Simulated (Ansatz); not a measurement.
Breaking a bond: GeLi (anion, charge -1), lowest triplet found (which spin is the ground state isn't settled by this scan).

Levels of theory: UKS-PBE0 = Ansatz (a quantum-chemistry and plane-wave program) with unrestricted PBE0/aug-cc-pVDZ; FCI = full CI/aug-cc-pVDZ, cores with 3d frozen run with Ansatz.

Energies relative to the lowest point of each curve between 2.17 and 3.15 Å, where full CI is lowest, in eV:

| R / Å | UKS-PBE0 |
|---|---|
| 1.78 | 2.081 |
| 2.17 | 0.349 |
| 2.34 | 0.106 |
| 2.41 | 0.053 |
| 2.67 | 0.001 |
| 2.97 | 0.089 |
| 3.15 | 0.171 |
| 3.64 | 0.411 |
| 3.96 | 0.551 |
| 4.90 | 0.851 |
| 5.47 | 0.962 |
| 7.24 | 1.102 |

**Question.** Predict the corresponding FCI column.

**Answer.** 1.78: 2.319; 2.17: 0.438; 2.34: 0.154; 2.41: 0.087; 2.67: 0.000; 2.97: 0.069; 3.15: 0.147; 3.64: 0.390; 3.96: 0.539; 4.90: 0.865; 5.47: 0.986; 7.24: 1.154 (eV).

The unrestricted determinant behind UKS-PBE0 is spin-contaminated at 1.78 to 8.43 Å (<S²> up to 2.8, against 2.00 for a pure triplet). Where the anion isn't bound against loss of the electron, the finite basis alone holds it. Also computed but left out beside FCI, since their determinant holds another spin at the minimum (<S²> over 0.7 above the pure value): UHF, UMP2, UCCSD, UCCSD(T), UCCSDT, UCCSDT(Q), UKS-CAM-B3LYP, UHF/6-31G*, UMP2/3-21G.
